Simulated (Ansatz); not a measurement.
Computed with frozen-core CCSD(T)/cc-pVTZ // B3LYP-D3(BJ)/def2-TZVP in Ansatz (a first-principles code). The restricted HF reference is unstable towards unrestricted orbitals.

Ansatz 0.2 input:
```yaml
crystal:
  periodic: [false, false, false]
  atoms:
    - { symbol: C, position_ang: [-0.950428, -0.660761, 0.05105] }
    - { symbol: C, position_ang: [-1.245282, 0.659532, -0.36248] }
    - { symbol: S, position_ang: [0.059278, 1.683671, -0.465537] }
    - { symbol: C, position_ang: [1.194737, 0.372114, 0.064895] }
    - { symbol: C, position_ang: [0.376373, -0.831397, 0.287482] }
    - { symbol: H, position_ang: [-1.708993, -1.422157, 0.15767] }
    - { symbol: H, position_ang: [-2.235607, 1.025341, -0.606076] }
    - { symbol: H, position_ang: [1.958495, 0.22966, -0.709169] }
    - { symbol: H, position_ang: [1.720173, 0.702127, 0.969219] }
    - { symbol: H, position_ang: [0.831255, -1.758128, 0.612947] }
basis:
  gaussian: { orbitals: cc-pVTZ }
correlation:
  method: ccsd_t
total_charge: 1
```

Output:

```
Functional definition: HF
1285 factors; integrals over basis functions are off by at most 1.0e-3 eV
mean field evaluation 1: about -15007.3592 eV, gradient 4.3e1 eV
mean field evaluation 2: about -15007.7750 eV, gradient 4.2e1 eV
mean field evaluation 4: about -15012.7274 eV, gradient 4.6e0 eV
mean field evaluation 8: about -15012.8542 eV, gradient 6.0e-1 eV
mean field evaluation 16: about -15012.8597 eV, gradient 1.7e-6 eV
mean field evaluation 32: about -14997.6105 eV, gradient 4.8e1 eV
mean field -15012.85968910 eV, -551.7124174928 hartree, gradient 1.7e-6 eV, S^2 0.000000; 1 other end points of the search recorded, 0 dependent functions left out; unrestricted orbitals would lower it
9 core orbitals not correlated
reference -15012.85968910 eV, -551.7124174928 hartree; 13, 13 occupied and 202, 202 virtual orbitals, 1285 factors
second order -21.55889739 eV of doubles, -0.00000000 eV of singles
cycle   1  -21.75207184 eV  change   -1.9e-1 eV  update   1.3e-1
cycle   2  -22.37506339 eV  change   -6.2e-1 eV  update   3.9e-2
cycle   3  -22.52991322 eV  change   -1.5e-1 eV  update   2.7e-2
cycle   4  -22.51591408 eV  change    1.4e-2 eV  update   1.1e-2
cycle   5  -22.51388869 eV  change    2.0e-3 eV  update   7.1e-3
cycle   6  -22.51707541 eV  change   -3.2e-3 eV  update   2.2e-3
cycle   7  -22.51659014 eV  change    4.9e-4 eV  update   1.0e-3
cycle   8  -22.51664377 eV  change   -5.4e-5 eV  update   3.2e-4
cycle   9  -22.51684126 eV  change   -2.0e-4 eV  update   1.9e-4
cycle  10  -22.51679750 eV  change    4.4e-5 eV  update   6.8e-5
cycle  11  -22.51683008 eV  change   -3.3e-5 eV  update   3.0e-5
cycle  12  -22.51684644 eV  change   -1.6e-5 eV  update   7.6e-6
perturbative correction -1.22154261 eV, -0.0448908629 hartree
Total energy: -15036.59807815 eV, -552.5847871999 hartree
```

Cost: very roughly 70 core-seconds.
